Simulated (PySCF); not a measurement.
Gallium: a sound run and one with changed settings

Sound run: Ga [Ar] 3d10 4s2 4p1, Ga⁺ [Ar] 3d10 4s2. Calculation: PySCF 2.14, in Sapporo-DKH3-DZP-2012 (6s5p3d1f, 43 functions); the spin-free X2C one-electron Hamiltonian (Gaussian nucleus). In the sound run the correlated levels freeze [Ar] 3d10. The sound run starts from symmetry-adapted Hartree-Fock orbitals and uses a fine grid where one is needed.

Changed run: the non-relativistic Hamiltonian (point nucleus). This setting is unsound on purpose.

```
species   method  sound run (hartree)  changed run (hartree)  converged
     Ga      UHF          -1942.13099            -1912.65854        yes
     Ga     MN15          -1945.07512            -1915.67471        yes
     Ga      LDA          -1940.64160            -1911.19862        yes
     Ga      MP2          -1942.15932            -1912.68734        yes
     Ga  CCSD(T)          -1942.17393            -1912.70272        yes
    Ga⁺      UHF          -1941.92750            -1912.45277        yes
    Ga⁺     MN15          -1944.85520            -1915.45273        yes
    Ga⁺      LDA          -1940.41910            -1910.97418        yes
    Ga⁺      MP2          -1941.94953            -1912.47540        yes
    Ga⁺  CCSD(T)          -1941.96045            -1912.48704        yes
```

Ionisation energy of Ga:

```tsv
method	sound run (eV)	changed run (eV)
UHF	5.537	5.599
MN15	5.984	6.040
LDA	6.055	6.107
MP2	5.709	5.767
SCS-MP2	5.692	5.750
CCSD	5.795	5.854
CCSD(T)	5.809	5.869
```

Most of the change in total energy is the relativistic energy itself. On top of that the contraction fixes the core shape for the Hamiltonian it was made with, so the changed run is not a good calculation with the other Hamiltonian either.

For comparison, NIST gives 5.999 eV between the lowest levels.
